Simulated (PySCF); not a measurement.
GeH7NOSi, SMILES [OH][GeH2][NH][SiH3]. Coordinates come from a ωB97X-D3(BJ)/def2-SVP optimisation. The structure was generated by enumeration, and PubChem lists no compound with its InChIKey, so it may never have been made. The values are those of a single conformer.

Computed equilibrium geometry at ωB97X-D3(BJ)/def2-SVP (PySCF confirms it by a frequency run) as a Z-matrix (one conformer of several):
```
N
H 1 1.0170
Si 1 1.7363 2 117.44
H 3 1.4912 1 106.91 2 -179.86
H 3 1.4945 4 109.26 1 121.74
H 3 1.4962 4 108.63 5 116.34
Ge 1 1.8281 2 114.81 3 -175.16
O 7 1.7822 1 111.38 2 71.78
H 8 0.9639 7 113.14 1 57.79
H 7 1.5295 8 103.13 9 176.41
H 7 1.5352 10 114.70 8 -120.58
```
